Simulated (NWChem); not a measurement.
Molecule: Ag₂; SMILES [Ag][Ag]

```xyz
2

Ag     0.0000     0.0000    -1.2893
Ag     0.0000     0.0000     1.2893
```
Atoms are numbered in this order, from 1.

Level: PBE0/def2-SVP with def2 effective core potentials on Ag (NWChem), optimised geometry, unscaled harmonic frequencies. def2 effective core potentials on Ag; no spin-orbit coupling.

List the harmonic frequencies with IR intensities, and the thermochemistry.


| frequency (cm⁻¹) | IR intensity (km/mol) |
|---|---|
| 181 | 0.0 |

```json
{
 "zero_point_energy": "0.3 kcal/mol",
 "thermal correction to the enthalpy at 298.15 K (with zero-point energy)": "2.7 kcal/mol",
 "heat capacity Cv": "6.8 cal/(mol K)",
 "entropy at 298.15 K and 1 atm (symmetry number 2)": "61.5 cal/(mol K)"
}
```

Rigid rotor and harmonic oscillator.
